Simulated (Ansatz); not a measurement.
C₂H₈GeO⁺, that is Ge(OEt)H3 with one electron fewer. The state is a doublet with charge 1. Geometry r2SCAN-D4/def2-SVP, that of the neutral singlet; atoms count from 1.

```xyz
12

Ge   -1.204   -1.412    1.064
O     0.169   -0.350    0.644
C     0.098    0.415   -0.545
C     1.361    1.240   -0.666
H    -0.011   -0.243   -1.434
H    -0.790    1.083   -0.535
H     1.347    1.851   -1.582
H     1.463    1.909    0.203
H     2.244    0.583   -0.695
H    -0.792   -2.072    2.380
H    -1.409   -2.447   -0.059
H    -2.476   -0.556    1.224
```

**Question.** Estimate the Mulliken populations from the PBE0/def2-TZVP orbitals of Ansatz.

**Answer.** 
| atom | charge (e) | spin (α − β) |
| --- | --- | --- |
| Ge1 | 0.15 | -0.03 |
| O2 | -0.05 | 0.68 |
| C3 | -0.12 | -0.01 |
| C4 | -0.37 | 0.00 |
| H5 | 0.23 | 0.10 |
| H6 | 0.23 | 0.10 |
| H7 | 0.18 | 0.00 |
| H8 | 0.18 | 0.01 |
| H9 | 0.18 | 0.01 |
| H10 | 0.13 | 0.00 |
| H11 | 0.14 | 0.07 |
| H12 | 0.14 | 0.07 |
Mulliken values depend strongly on the basis.

**Question.** Where does the spin sit?

**Answer.** Summed by element: Ge -0.03, O 0.68, C -0.01, H 0.36, of 1 unpaired in all. Largest on single atoms: O2 0.68, H5 0.10, H6 0.10.

**Question.** And the Mayer bond orders between heavy atoms (over 0.3)?

**Answer.** Ge1–O2 0.83 (1.79 Å); O2–C3 1.02 (1.42 Å); C3–C4 1.06 (1.51 Å).
